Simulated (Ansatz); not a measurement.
The first iterations of a band of CH7NSiTe (11 atoms, charge 0, multiplicity 1).

Computed with RKS PBE-D4/def2-SVP in Ansatz 0.2.0.

| Property | Result |
| --- | --- |
| movable images | 5 |
| climbing image | yes |
| spring | 5.0 eV/Å² |
| optimiser | quadratic models (default) |
| start path | through a guess of the saddle point |
| force threshold | 0.05 eV/Å |
| iteration limit | 60 |
| end points | relaxed |

First end point:

```xyz
11
Properties=species:S:1:pos:R:3
C -0.916 1.232 -0.076
Si 0.026 -0.378 0.179
N 1.673 0.035 0.576
Te 0.234 -1.777 -1.923
H -0.427 1.854 -0.852
H -0.964 1.815 0.869
H -1.955 1.022 -0.400
H -0.734 -1.244 1.161
H 2.347 -0.713 0.755
H 1.845 0.836 1.191
H -1.063 -2.741 -1.459
```

Last end point:

```xyz
11
Properties=species:S:1:pos:R:3
C -1.013 0.990 -0.109
Si 0.090 -0.445 0.407
N 1.669 0.122 0.885
Te 0.180 -2.079 -1.570
H -0.600 1.504 -1.000
H -1.083 1.721 0.722
H -2.033 0.634 -0.359
H -0.444 -1.158 1.619
H 2.219 -0.474 1.509
H 2.279 0.530 0.170
H -1.199 -1.402 -2.253
```

| iteration | highest image above the first end (eV) | largest band force component (eV/Å) |
| --- | --- | --- |
| 1 | 0.735 | 8.115 |
| 2 | 0.374 | 3.321 |
| 3 | 0.143 | 0.814 |
| 4 | 0.099 | 0.327 |
| 5 | 0.076 | 0.374 |
| 6 | 0.065 | 0.399 |

Q: Does the band converge within its limit, and where does its top end?

A: The forces met the threshold. It ended after 18 iterations with the highest image 0.010 eV above the first end. A vibrational analysis at the climbing image gives one clearly imaginary mode, 223i cm⁻¹: a first-order saddle point.

The run took 2.7 min on 2 threads of Arm Neoverse V2, with other jobs on the host, peak memory 0.14 GiB.
